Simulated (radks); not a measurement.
Task: Excited configurations of the dysprosium ion Dy2+: one electron is placed in a higher orbital outside [Xe] 4f9. The ground configuration is [Xe] 4f10. All-electron calculation, Dirac Kohn-Sham, PBEsol, spin-unpolarised, spherical densities, point nucleus; open shells fill j = l - 1/2 first. Program: a radial shooting solver on a logarithmic mesh with Libxc functionals. Excitation = E - E(ground); binding = E(ion) - E, where the ion is the core of charge +3; n* = 3/sqrt(2 binding) in atomic units, and the quantum defect is n - n*.

| outer orbital | excitation (eV) | binding (eV) | n* | quantum defect | eigenvalue (eV) | <r> (bohr) |
|---|---|---|---|---|---|---|
| 5d3/2 | 5.014 | 20.086 | 2.469 | 2.531 | -15.301 | 2.292 |
| 6s1/2 | 5.377 | 19.724 | 2.492 | 3.508 | -16.563 | 3.237 |
| 6p1/2 | 9.660 | 15.441 | 2.816 | 3.184 | -12.871 | 3.815 |
| 6f5/2 | 19.861 | 5.239 | 4.835 | 1.165 | -4.320 | 9.862 |
| 7s1/2 | 15.000 | 10.100 | 3.482 | 3.518 | -8.657 | 6.245 |
| 7p1/2 | 16.595 | 8.505 | 3.794 | 3.206 | -7.239 | 7.121 |
| 7d3/2 | 19.159 | 5.941 | 4.540 | 2.460 | -5.032 | 9.640 |
| 7f5/2 | 21.396 | 3.704 | 5.750 | 1.250 | -3.137 | 14.95 |

Estimate the row for 6d3/2.

Result: excitation (eV) 15.482; binding (eV) 9.618; n* 3.568; quantum defect 2.432; eigenvalue (eV) -7.993; <r> (bohr) 5.604. The Delta-SCF ionisation energy is 25.100 eV (NIST Atomic Spectra Database: 22.89 eV, semi-empirical). Self-interaction in the functional shifts the binding energies and quantum defects, so they are the method's values and not measured ones. Spin polarisation and multiplet splitting are left out, so open shells lie too high by an amount that depends on their filling.

Beside tabulated values, note that spin-unpolarised runs miss the spin-polarisation part of the exchange energy of open shells.
